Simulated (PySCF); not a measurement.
Species: C₅H₆OS.
Numbering: `[SH:1][CH2:2][c:3]1[cH:4][cH:5][cH:6][o:7]1` (hydrogens: H8 on S1; H9, H10 on C2; H11 on C4; H12 on C5; H13 on C6)

The same species was optimised twice, with GFN2-xTB and with PBE0-D3(BJ)/def2-SVP (PySCF), and the same property calculations (PySCF, gas phase) were run on both structures.

```json
{"coordinate": "S1–C2 (Å)", "GFN2-xTB": "1.848", "PBE0-D3(BJ)/def2-SVP": "1.833", "change": "-0.015"}
{"coordinate": "C4–C5 (Å)", "GFN2-xTB": "1.416", "PBE0-D3(BJ)/def2-SVP": "1.430", "change": "+0.014"}
{"coordinate": "C6–O7 (Å)", "GFN2-xTB": "1.344", "PBE0-D3(BJ)/def2-SVP": "1.350", "change": "+0.006"}
{"coordinate": "C5–C6 (Å)", "GFN2-xTB": "1.359", "PBE0-D3(BJ)/def2-SVP": "1.362", "change": "+0.003"}
{"coordinate": "C3–O7 (Å)", "GFN2-xTB": "1.353", "PBE0-D3(BJ)/def2-SVP": "1.354", "change": "+0.001"}
{"coordinate": "C3–C4 (Å)", "GFN2-xTB": "1.365", "PBE0-D3(BJ)/def2-SVP": "1.366", "change": "+0.001"}
{"coordinate": "C2–C3 (Å)", "GFN2-xTB": "1.477", "PBE0-D3(BJ)/def2-SVP": "1.478", "change": "+0.001"}
{"coordinate": "S1–C2–C3 (°)", "GFN2-xTB": "111.6", "PBE0-D3(BJ)/def2-SVP": "114.2", "change": "+2.6"}
{"coordinate": "C2–C3–C4 (°)", "GFN2-xTB": "131.7", "PBE0-D3(BJ)/def2-SVP": "133.6", "change": "+1.9"}
{"coordinate": "C2–C3–O7 (°)", "GFN2-xTB": "118.4", "PBE0-D3(BJ)/def2-SVP": "116.7", "change": "-1.7"}
{"coordinate": "C3–O7–C6 (°)", "GFN2-xTB": "107.2", "PBE0-D3(BJ)/def2-SVP": "107.8", "change": "+0.6"}
{"coordinate": "C5–C6–O7 (°)", "GFN2-xTB": "110.7", "PBE0-D3(BJ)/def2-SVP": "110.3", "change": "-0.4"}
{"coordinate": "C4–C3–O7 (°)", "GFN2-xTB": "110.0", "PBE0-D3(BJ)/def2-SVP": "109.7", "change": "-0.3"}
{"coordinate": "C4–C5–C6 (°)", "GFN2-xTB": "105.9", "PBE0-D3(BJ)/def2-SVP": "105.8", "change": "-0.1"}
{"coordinate": "C3–C4–C5 (°)", "GFN2-xTB": "106.2", "PBE0-D3(BJ)/def2-SVP": "106.3", "change": "+0.1"}
{"coordinate": "S1–C2–C3–C4 (°)", "GFN2-xTB": "-87", "PBE0-D3(BJ)/def2-SVP": "-107", "change": "-20"}
```

Rotational constants: A = 5912, B = 1293, C = 1207 MHz (GFN2-xTB) against A = 6033, B = 1297, C = 1181 MHz (PBE0-D3(BJ)/def2-SVP). Point groups within 0.08 Å: C1 and C1.

On the GFN2-xTB structure: HOMO (eV) -6.41 [PBE0/pcSseg-1]; LUMO (eV) -0.17 [PBE0/pcSseg-1]; dipole (D) 1.52 [PBE0/pcSseg-1]; GIAO shielding of S1 (ppm) 533.7 [PBE0/pcSseg-1]; GIAO shielding of C2 (ppm) 158.6 [PBE0/pcSseg-1]; GIAO shielding of C3 (ppm) 26.0 [PBE0/pcSseg-1]; GIAO shielding of C4 (ppm) 72.0 [PBE0/pcSseg-1]; GIAO shielding of C5 (ppm) 68.2 [PBE0/pcSseg-1]; GIAO shielding of C6 (ppm) 41.5 [PBE0/pcSseg-1]; GIAO shielding of O7 (ppm) 33.9 [PBE0/pcSseg-1].

Task: What do these properties become on the PBE0-D3(BJ)/def2-SVP structure?

Result: 
| property | level | on GFN2-xTB | on PBE0-D3(BJ)/def2-SVP | change |
| --- | --- | --- | --- | --- |
| HOMO (eV) | PBE0/pcSseg-1 | -6.41 | -6.54 | -0.13 |
| LUMO (eV) | PBE0/pcSseg-1 | -0.17 | -0.14 | +0.03 |
| dipole (D) | PBE0/pcSseg-1 | 1.52 | 1.63 | +0.11 |
| energy, GFN2-xTB geometry as zero (kcal/mol) | PBE0/pcSseg-1 | 0.0 | -1.2 | -1.2 |
| GIAO shielding of S1 (ppm) | PBE0/pcSseg-1 | 533.7 | 559.0 | +25.3 |
| GIAO shielding of C2 (ppm) | PBE0/pcSseg-1 | 158.6 | 158.0 | -0.6 |
| GIAO shielding of C3 (ppm) | PBE0/pcSseg-1 | 26.0 | 27.0 | +1.0 |
| GIAO shielding of C4 (ppm) | PBE0/pcSseg-1 | 72.0 | 72.2 | +0.2 |
| GIAO shielding of C5 (ppm) | PBE0/pcSseg-1 | 68.2 | 68.0 | -0.2 |
| GIAO shielding of C6 (ppm) | PBE0/pcSseg-1 | 41.5 | 38.5 | -3.0 |
| GIAO shielding of O7 (ppm) | PBE0/pcSseg-1 | 33.9 | 29.7 | -4.2 |

The heavy atoms differ by 0.148 Å rms after alignment. Among bonds between heavy atoms S1–C2 and C4–C5 change most and about equally (-0.015 to +0.014 Å). Changes are differences of the printed values. Neither structure is proved a minimum here.

The values belong to the conformer `[SH:1][CH2:2][c:3]1[cH:4][cH:5][cH:6][o:7]1`: S1–C2–C3–C4 -107°, H–S1–C2–C3 -62°.
